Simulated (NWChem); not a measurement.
System: C4H7N; SMILES C(N)C#CC

```xyz
12

C      2.6095     0.3184     0.0337
C      1.1858     0.0483     0.1598
C     -0.0001    -0.1823     0.2764
C     -1.4452    -0.4312     0.3701
N     -2.2642     0.1507    -0.6799
H      2.7921     1.2312    -0.5553
H      3.0755     0.4617     1.0214
H      3.1336    -0.5118    -0.4658
H     -1.6210    -1.5206     0.3897
H     -1.8098    -0.0632     1.3447
H     -1.9482    -0.1920    -1.5858
H     -2.1197     1.1589    -0.7036
```
Atoms are numbered in this order, from 1.

Level: PBE0/def2-SVP (NWChem), optimised geometry, unscaled harmonic frequencies. 

```
frequency (cm⁻¹)  IR intensity (km/mol)
----------------  ---------------------
7                                   0.1
134                                 0.7
182                                 0.0
317                                57.1
330                                11.0
422                                 8.7
543                                 9.4
746                                23.0
886                                 0.1
918                               207.2
1030                                2.7
1032                                2.3
1125                               11.9
1173                                0.2
1181                                2.7
1357                               41.7
1375                                0.1
1391                                2.7
1442                                5.1
1444                                8.7
1446                                8.2
1648                               18.2
2376                                3.5
3050                               22.6
3054                               28.5
3101                                9.7
3141                                4.0
3142                                3.7
3537                                0.7
3617                                3.7
```

zero-point energy: 64.5 kcal/mol
thermal correction to the enthalpy at 298.15 K (with zero-point energy): 69.3 kcal/mol
heat capacity Cv: 21.4 cal/(mol K)
entropy at 298.15 K and 1 atm (symmetry number 1): 83.0 cal/(mol K)
dipole moment: 1.58 D

Rigid rotor and harmonic oscillator; modes under 100 cm⁻¹ make the entropy uncertain.
